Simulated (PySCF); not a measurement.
**Working out the ionisation energy of Zn⁺**

Zn⁺ [Ar] 3d10 4s1 (2S) → Zn²⁺ [Ar] 3d10 (1S). All numbers are calculated (PySCF 2.14, the spin-free X2C one-electron Hamiltonian (Gaussian nucleus), in x2c-TZVPPall with one added diffuse shell each of s, p, d, f type (7s6p5d3f1g, 80 functions)). Frozen: [Ne]. Energies in hartree (1 hartree = 27.21139 eV):

| part | Zn⁺ (lower) | Zn²⁺ (upper) |
| --- | --- | --- |
| UHF | -1793.968107 | -1793.347846 |
| MP2 opposite-spin | -0.524822 | -0.501978 |
| MP2 same-spin | -0.271434 | -0.254001 |

Task: What does Hartree-Fock give?

Result: (-1793.347846) − (-1793.968107) = 0.620261 hartree = 16.878 eV.

Task: What do MP2 and SCS-MP2 (6/5 opposite-spin, 1/3 same-spin) give?

Result: The opposite-spin parts differ by 0.622 eV and the same-spin parts by 0.474 eV. MP2: 16.878 + (0.622) + (0.474) = 17.974 eV. SCS-MP2: 16.878 + 1.2 × (0.622) + (0.474)/3 = 17.782 eV.

Measured between the centres of the two terms (NIST): 17.964 eV, so MP2 (valence and next inner shell) is off by 0.010 eV.

What remains against the reference includes basis incompleteness, the frozen core and correlation beyond second order.
